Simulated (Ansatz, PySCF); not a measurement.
## A small calculation by hand: transport gap, exciton binding and injection barriers

C₃H₄FNSi, SMILES N#C/C=C\[SiH2]F.

Coordinates come from a ωB97X-D3(BJ)/def2-SVP optimisation. The structure was generated by enumeration; whether it is a known compound was not checked. The values are those of a single conformer.

Gas-phase, vertical values: ionisation energy 10.45 eV and electron affinity 0.38 eV from ΔSCF with PBE/def2-SVPD (Ansatz, a program for electronic structure); S1 5.37 eV and T1 3.57 eV from TDA-PBE/def2-SVPD (PySCF). Assume, for the exercise, a film of permittivity 4.0, a cavity radius of 6.0 Å and electrodes of work function 5.3 eV (anode) and 3.6 eV (cathode), with aligned vacuum levels.

Problem. Work out the fundamental gap and exciton binding energy in the gas phase, the levels in the film by Born's model, the injection barriers and the thermal weight of S1 against T1 at 298 K.

Solution. 
Fundamental gap IE − EA = 10.07 eV; exciton binding = gap − S1 = 4.70 eV.
Born polarisation P = (14.3996 eV Å / 2r)(1 − 1/ε) = 0.90 eV. Film: IE = 9.55 eV, EA = 1.28 eV, transport gap 8.27 eV; with S1 unchanged the binding falls to 2.90 eV.
Hole barrier IE − Φ(anode) = 4.25 eV; electron barrier Φ(cathode) − EA = 2.32 eV (a negative value means no barrier, and the level would pin).
ΔE(ST) = S1 − T1 = 1.80 eV, and the triplet has three sublevels, so the ratio S1/T1 is (1/3) exp(−ΔE/kT) = 1.3e-31 with kT = 0.02569 eV: too wide a gap for thermal return to the singlet. All inputs carry the errors of their functional, and relaxed states would shift them.
